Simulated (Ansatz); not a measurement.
Other settings, tried on Cd9Te9H24.

```yaml
crystal:
  periodic: [false, false, false]
  atoms:
    - {symbol: Cd, position_ang: [0.001053, -6.133477, -2.330753]}
    - {symbol: Te, position_ang: [-0.002919, -5.099968, 1.102225]}
    - {symbol: Te, position_ang: [0.000209, -2.713550, -2.116548]}
    - {symbol: Cd, position_ang: [-2.575615, -1.488188, -1.631754]}
    - {symbol: Cd, position_ang: [-0.000788, -2.577255, 2.971160]}
    - {symbol: Te, position_ang: [-2.081816, -1.200612, 1.475022]}
    - {symbol: Te, position_ang: [-2.348423, 1.354793, -2.118663]}
    - {symbol: Cd, position_ang: [-5.308730, 3.064684, -2.337351]}
    - {symbol: Cd, position_ang: [-2.233130, 1.291063, 2.969240]}
    - {symbol: Te, position_ang: [-4.414201, 2.554758, 1.097507]}
    - {symbol: Cd, position_ang: [2.575501, -1.487094, -1.632143]}
    - {symbol: Te, position_ang: [2.081100, -1.201913, 1.474769]}
    - {symbol: Te, position_ang: [2.347621, 1.356044, -2.118816]}
    - {symbol: Cd, position_ang: [-0.000742, 2.974449, -1.632393]}
    - {symbol: Cd, position_ang: [2.234763, 1.289705, 2.968832]}
    - {symbol: Te, position_ang: [0.001028, 2.403998, 1.474445]}
    - {symbol: Cd, position_ang: [5.309607, 3.063182, -2.337851]}
    - {symbol: Te, position_ang: [4.418805, 2.547885, 1.096828]}
    - {symbol: H, position_ang: [-1.676916, -6.242459, -2.350841]}
    - {symbol: H, position_ang: [1.679080, -6.242368, -2.346115]}
    - {symbol: H, position_ang: [-1.190072, -5.856197, 1.996466]}
    - {symbol: H, position_ang: [1.173459, -5.864448, 2.003711]}
    - {symbol: H, position_ang: [-0.000557, -2.387549, -3.750620]}
    - {symbol: H, position_ang: [-4.044079, -2.335583, -1.743175]}
    - {symbol: H, position_ang: [-0.000506, -3.106651, 4.577484]}
    - {symbol: H, position_ang: [-3.390740, -1.955939, 2.176397]}
    - {symbol: H, position_ang: [-2.062829, 1.190704, -3.752064]}
    - {symbol: H, position_ang: [-6.243156, 1.666559, -2.348070]}
    - {symbol: H, position_ang: [-4.563354, 4.571859, -2.362178]}
    - {symbol: H, position_ang: [-2.692855, 1.556907, 4.575033]}
    - {symbol: H, position_ang: [-5.666416, 1.913892, 1.993130]}
    - {symbol: H, position_ang: [-4.479891, 3.958481, 1.995394]}
    - {symbol: H, position_ang: [4.044548, -2.333419, -1.744091]}
    - {symbol: H, position_ang: [3.389797, -1.958092, 2.175659]}
    - {symbol: H, position_ang: [2.062747, 1.191347, -3.752278]}
    - {symbol: H, position_ang: [-0.001768, 4.669870, -1.743850]}
    - {symbol: H, position_ang: [2.694925, 1.555798, 4.574455]}
    - {symbol: H, position_ang: [0.001438, 3.915246, 2.175791]}
    - {symbol: H, position_ang: [6.242086, 1.663978, -2.359320]}
    - {symbol: H, position_ang: [4.566070, 4.571485, -2.352059]}
    - {symbol: H, position_ang: [5.667975, 1.904948, 1.995247]}
    - {symbol: H, position_ang: [4.487708, 3.953108, 1.992101]}
basis:
  gaussian: {orbitals: def2-SVP, fitting: {mean_field: def2-universal-jkfit}}
hamiltonian: {xc: {name: BLYP}}
scf: {omitted_lower_state_checks: [starts]}
output: {forces: true}
```

```sh
$ ansatz run in.yaml --threads 4 --pin off --events-out ev --progress --plain --max-ram 66560MiB --backend cuda --devices 0, --max-vram 37GiB
```

Shortened log:

```
Functional definition: BLYP
4689 factors; integrals over basis functions are off by at most 3.4e-1 eV
mean field evaluation 1: about -107063.9447 eV, gradient 7.5e1 eV
mean field evaluation 2: about -107036.4096 eV, gradient 1.3e2 eV
mean field evaluation 4: about -107079.8562 eV, gradient 8.0e0 eV
mean field evaluation 8: about -107080.0440 eV, gradient 2.4e-1 eV
mean field evaluation 16: about -107080.0442 eV, gradient 7.7e-5 eV
mean field -107080.04418736 eV, -3935.1190424247 hartree, gradient 7.7e-5 eV, S^2 0.000000; 0 other end points of the search recorded, 0 dependent functions left out
reference -107080.04523936 eV, -3935.1190810850 hartree; 210, 210 occupied and 423, 423 virtual orbitals, 4689 factors
Total energy: -107080.04523936 eV, -3935.1190810850 hartree
Atom 0 force    -0.000042    -0.136486    -0.090545 eV/Å
Atom 1 force     0.001748     0.046144    -0.295278 eV/Å
Atom 2 force     0.000271    -0.226109     0.075431 eV/Å
Atom 3 force    -0.082125    -0.047655    -0.074376 eV/Å
Atom 4 force     0.000109    -0.051832     0.137092 eV/Å
Atom 5 force    -0.017586    -0.009815    -0.126902 eV/Å
Atom 6 force    -0.195936     0.112637     0.074751 eV/Å
Atom 7 force    -0.118641     0.068392    -0.090319 eV/Å
Atom 8 force    -0.045144     0.025955     0.137564 eV/Å
Atom 9 force     0.040793    -0.023223    -0.295907 eV/Å
Atom 10 force     0.082018    -0.047699    -0.074458 eV/Å
Atom 11 force     0.017455    -0.010126    -0.126788 eV/Å
Atom 12 force     0.195530     0.112812     0.074898 eV/Å
Atom 13 force     0.000234     0.095302    -0.074067 eV/Å
Atom 14 force     0.045022     0.026041     0.137531 eV/Å
Atom 15 force     0.000174     0.020292    -0.126692 eV/Å
Atom 16 force     0.118301     0.068955    -0.090489 eV/Å
Atom 17 force    -0.040351    -0.023920    -0.295769 eV/Å
Atom 18 force    -0.216920    -0.028633    -0.015305 eV/Å
Atom 19 force     0.217087    -0.028534    -0.014525 eV/Å
Atom 20 force    -0.231343    -0.161225     0.172611 eV/Å
Atom 21 force     0.229228    -0.162776     0.173991 eV/Å
Atom 22 force    -0.000092     0.046006    -0.305727 eV/Å
Atom 23 force    -0.221220    -0.127918    -0.022867 eV/Å
Atom 24 force     0.000047    -0.077709     0.252792 eV/Å
Atom 25 force    -0.252366    -0.145546     0.133966 eV/Å
Atom 26 force     0.040367    -0.023242    -0.305488 eV/Å
Atom 27 force    -0.133396    -0.173661    -0.013915 eV/Å
Atom 28 force     0.083690     0.202185    -0.016016 eV/Å
Atom 29 force    -0.067599     0.038957     0.252565 eV/Å
Atom 30 force    -0.255924    -0.117402     0.173085 eV/Å
Atom 31 force    -0.025202     0.280153     0.173618 eV/Å
Atom 32 force     0.221296    -0.127692    -0.022867 eV/Å
Atom 33 force     0.252209    -0.145785     0.133887 eV/Å
Atom 34 force    -0.040286    -0.023342    -0.305566 eV/Å
Atom 35 force    -0.000112     0.255373    -0.022951 eV/Å
Atom 36 force     0.067594     0.039034     0.252600 eV/Å
Atom 37 force     0.000139     0.291195     0.133717 eV/Å
Atom 38 force     0.133186    -0.173884    -0.015390 eV/Å
Atom 39 force    -0.083436     0.202300    -0.014512 eV/Å
Atom 40 force     0.255410    -0.117910     0.173677 eV/Å
Atom 41 force     0.025813     0.280390     0.172945 eV/Å
Dipole moment:    -0.000120    -0.000381     1.127633 e Å
Checks for a lower state left out: starts
```

Run time 9.5 s (4 threads of AMD EPYC 7R13 on a shared host and a share (37 GiB) of an NVIDIA H100 80GB HBM3), peak host memory 1.3 GiB.

In the def2 sets Cd, Te take a core potential; there is no spin–orbit coupling.
